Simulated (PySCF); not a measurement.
CH₈FNOSi₂.

```xyz
14

N      2.3355    -0.4867    -1.5429
Si     0.8692    -1.0200    -0.7690
Si    -0.1216     0.6578     0.5396
O     -0.0366     2.0684    -0.3714
C     -1.9281     0.1754     0.9096
F     -1.8903    -1.1193     1.4084
H      2.3203     0.4192    -2.0015
H      3.2035    -0.6003    -1.0309
H     -0.1366    -1.4400    -1.7968
H      1.2137    -2.2017     0.0777
H      0.5703     0.8618     1.8575
H     -0.1454     2.8959     0.1061
H     -2.4262     0.8275     1.6489
H     -2.5397     0.1889    -0.0101
```

Geometry: PBE0-D3(BJ)/def2-SVP. The structure was generated by enumeration; whether it is a known compound was not checked. One conformer was computed; it need not be the lowest.

The numbers are results of PBE/pcSseg-1 in PySCF, not measurements. Non-relativistic, no solvent.

Computed absolute GIAO shielding of each atom: isotropic value and principal components (ppm):
```tsv
atom	σ(iso)	σ11	σ22	σ33	span
N1	272.4	231.7	260.4	325.1	93.4
Si2	384.4	325.3	368.7	459.2	133.9
Si3	347.4	294.8	344.0	403.3	108.5
O4	319.0	290.9	328.8	337.3	46.4
C5	100.3	52.6	70.6	177.6	124.9
F6	468.2	409.8	476.3	518.7	108.9
H7	31.6	23.8	28.6	42.3	18.5
H8	31.8	24.2	27.7	43.4	19.2
H9	26.0	21.7	25.8	30.6	8.9
H10	26.2	23.0	25.9	29.7	6.7
H11	25.9	23.2	24.4	30.2	7.0
H12	30.7	22.7	25.5	44.0	21.3
H13	26.4	23.1	25.9	30.3	7.2
H14	26.6	23.5	26.2	30.1	6.7
```
